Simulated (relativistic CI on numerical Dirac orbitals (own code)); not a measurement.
## Mn2+: 3d valence photoemission

Computed with this model: Dirac-Coulomb-Breit CI, KLI orbitals optimised for each configuration, a model potential for QED, valence Slater integrals scaled by 0.8, multiplet model of photoemission in the sudden approximation; configurations [Ar] 3d5 → [Ar] 3d4; 80 K; Lorentzian 0.3 eV and Gaussian 0.5 eV FWHM. Energies are those of the free ion, without screening or charge transfer. The energies are binding energies and can lie tens of eV above those of solids. S is read from ⟨S²⟩ = S(S + 1).

Field parameters in Wybourne normalisation: Oh B⁴₀ = 21Dq, B⁴₄ = √(5/14) B⁴₀. The field is a parameter set, without covalency.

Peaks in eV (height, largest 100): 30.5 (68), 33.0 (100).

Problem. Which surroundings give this spectrum?
A. Oh, 10Dq = 14700 cm⁻¹
B. Oh, 10Dq = 8950 cm⁻¹
C. Oh, 10Dq = 3250 cm⁻¹
D. Oh, 10Dq = 20400 cm⁻¹

Solution. D. Oh, 10Dq = 20400 cm⁻¹, where the ground state has S = 2.50.
